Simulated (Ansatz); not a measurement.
Barrier from R1 to the saddle point P1, each structure at its B3LYP-D3(BJ)/def2-TZVP stationary point, reached from a drawn start; harmonic modes at that level show the others as minima.
R1, H3Sb (SMILES [SbH3]) (charge 0, multiplicity 1, Z-matrix in Å and degrees):
```
Sb
H 1 1.7138
H 1 1.7138 2 91.40
H 1 1.7138 2 91.40 3 91.44
```
P1, H3Sb, a first-order saddle point (one imaginary mode, 1200i cm⁻¹) (charge 0, multiplicity 1):
```json
[
 {"atom": "Sb", "x (Å)": "0.0000", "y (Å)": "0.0000", "z (Å)": "0.0000"},
 {"atom": "H", "x (Å)": "1.6468", "y (Å)": "0.0000", "z (Å)": "0.0000"},
 {"atom": "H", "x (Å)": "-0.8234", "y (Å)": "1.4262", "z (Å)": "0.0000"},
 {"atom": "H", "x (Å)": "-0.8234", "y (Å)": "-1.4262", "z (Å)": "0.0000"}
]
```

P less R. No zero-point or thermal terms; no spin–orbit coupling. No path was followed down from the saddle.

Cores are frozen in the correlated methods. In cc and def2 sets filled d and f shells under p-block atoms count as core.

Programs: Ansatz (a program for electronic structure) with Gaussian orbitals. Each number belongs to the level named beside it. Elements past Kr take the def2 small-core potentials, without spin–orbit coupling.

Total energies in hartree:

| structure | PBE/def2-TZVPP | PBE0/def2-TZVPP | CCSD(T)/def2-QZVPP |
|---|---|---|---|
| R1 | -242.016043 | -242.030418 | -241.165159 |
| P1 | -241.943441 | -241.959037 | -241.094297 |

Question: Work out the barrier height at each level in kcal/mol (1 hartree = 627.50947 kcal/mol), and say how far PBE/def2-TZVPP lies from CCSD(T)/def2-QZVPP.

Answer: 
- PBE/def2-TZVPP: (-241.943441) − (-242.016043) = 0.072602 hartree = 45.56 kcal/mol
- PBE0/def2-TZVPP: (-241.959037) − (-242.030418) = 0.071381 hartree = 44.79 kcal/mol
- CCSD(T)/def2-QZVPP: (-241.094297) − (-241.165159) = 0.070862 hartree = 44.47 kcal/mol
PBE/def2-TZVPP less CCSD(T)/def2-QZVPP: 1.09 kcal/mol. CCSD(T)/def2-QZVPP is the level counted from, the highest shown, and no exact or measured value.
